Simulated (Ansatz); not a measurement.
Input file for `BN/C=[N]/[GeH3]`:

```yaml
crystal:
  periodic: [false, false, false]
  atoms:
    - {symbol: B, position_ang: [-0.754111, 2.250136, 0.738073]}
    - {symbol: N, position_ang: [-0.959478, 0.887776, 1.025445]}
    - {symbol: C, position_ang: [-0.363537, -0.220048, 0.420894]}
    - {symbol: N, position_ang: [0.474665, -0.136233, -0.511903]}
    - {symbol: Ge, position_ang: [1.195562, -1.673036, -1.232428]}
    - {symbol: H, position_ang: [0.009484, 2.569014, -0.114624]}
    - {symbol: H, position_ang: [-1.376939, 3.037512, 1.386702]}
    - {symbol: H, position_ang: [-1.610357, 0.636300, 1.753678]}
    - {symbol: H, position_ang: [-0.718989, -1.165583, 0.862061]}
    - {symbol: H, position_ang: [2.718442, -1.616470, -1.046878]}
    - {symbol: H, position_ang: [0.614569, -2.918237, -0.519513]}
    - {symbol: H, position_ang: [0.847888, -1.706130, -2.727408]}
basis:
  gaussian: {orbitals: def2-TZVPP}
correlation: {method: ccsd_t}
output: {orbitals: {seedname: orbitals}}
```

```sh
$ ansatz run in.yaml --threads 4 --pin off --events-out ev --progress --plain
```

Output of Ansatz, abridged:

```
Functional definition: HF
1625 factors; integrals over basis functions are off by at most 1.2e-3 eV
mean field evaluation 1: about -61247.8670 eV, gradient 4.2e1 eV
mean field evaluation 2: about -61248.1028 eV, gradient 4.2e1 eV
mean field evaluation 4: about -61252.2447 eV, gradient 5.0e0 eV
mean field evaluation 8: about -61252.3285 eV, gradient 3.5e-1 eV
mean field evaluation 16: about -61252.3300 eV, gradient 2.5e-6 eV
mean field -61252.33004299 eV, -2250.9816107594 hartree, gradient 2.5e-6 eV, S^2 0.000000; 0 other end points of the search recorded, 0 dependent functions left out
13 core orbitals not correlated: weight in the atoms' cores, before any rotation towards them, 1.000 or more for the frozen orbitals, at most 0.000 for the correlated occupied ones
reference -61252.33004299 eV, -2250.9816107594 hartree; 19, 19 occupied and 238, 238 virtual orbitals, 1625 factors
second order -25.28556407 eV of doubles, -0.00000000 eV of singles
cycle   1  -25.32755304 eV  change   -4.2e-2 eV  update   1.2e-1
cycle   2  -26.11289115 eV  change   -7.9e-1 eV  update   3.7e-2
cycle   3  -26.26467523 eV  change   -1.5e-1 eV  update   2.0e-2
cycle   4  -26.24527711 eV  change    1.9e-2 eV  update   5.8e-3
cycle   5  -26.24511526 eV  change    1.6e-4 eV  update   3.1e-3
cycle   6  -26.24626640 eV  change   -1.2e-3 eV  update   1.0e-3
cycle   7  -26.24572978 eV  change    5.4e-4 eV  update   4.7e-4
cycle   8  -26.24576914 eV  change   -3.9e-5 eV  update   1.5e-4
cycle   9  -26.24584036 eV  change   -7.1e-5 eV  update   6.0e-5
cycle  10  -26.24582333 eV  change    1.7e-5 eV  update   2.0e-5
perturbative correction -1.10672197 eV, -0.0406712824 hartree
Total energy: -61279.68258830 eV, -2251.9867982593 hartree
```

Run time 9.4 min (4 threads of a server CPU on a shared host); peak host memory 7.3 GiB.

MP2 recovers 92.4 % of the CCSD(T) correlation energy and the triples give 4.0 %; T1 = 0.0138.
